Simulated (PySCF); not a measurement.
Computed shifts of a molecule C₄H₇Cl, PBE/pcSseg-1 in PySCF, GIAO, gas phase, equivalent atoms averaged, in ppm (number of nuclei): ¹³C: 47.2 (1), 23.9 (1), 22.0 (1), 21.8 (1). ¹H: 2.77 (1), 1.40 (3), 1.17 (1), 1.07 (1), 0.84 (1). References: ¹³C against TMS (σ = 182.0 ppm); ³⁵Cl against HCl (σ = 936.5 ppm); ¹H against TMS (σ = 31.49 ppm), references at their B3LYP-D3(BJ)/def2-TZVP geometries, non-relativistic (without spin–orbit terms, shifts of atoms bonded to Cl or Br come out too high). Geometry optimised at TPSSh-D3(BJ)/def2-SVP. The values are those of a single conformer.

Question: Identify the compound among the candidates.
A. CC/C=C\Cl
B. C[C@@H]1C[C@H]1Cl
C. ClCC1CC1
D. CC(C)=CCl

Answer: B, C[C@@H]1C[C@H]1Cl
